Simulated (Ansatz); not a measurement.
`C[SiH2][SiH2][AlH2]`, charge 0, multiplicity 1.

Q: Give a relaxed structure at PBE0-D4/def2-TZVP (Ansatz). (Best estimate.)

A: The calculation gave: 
Z-matrix (Å, degrees):
```
C
Si 1 1.877
H 1 1.092 2 110.6
H 1 1.092 2 110.8 3 -119.9
H 1 1.092 2 111.1 3 119.8
Si 2 2.345 1 110.6 3 -60.7
H 2 1.492 1 109.8 3 179.4
H 2 1.491 1 110.1 3 61.6
Al 6 2.445 2 109.5 1 -62.9
H 6 1.495 2 107.1 1 56.7
H 6 1.492 2 109.5 1 172.9
H 9 1.589 6 122.1 2 -110.1
H 9 1.591 6 119.0 2 67.0
```
This is one stationary point; other conformers may exist.
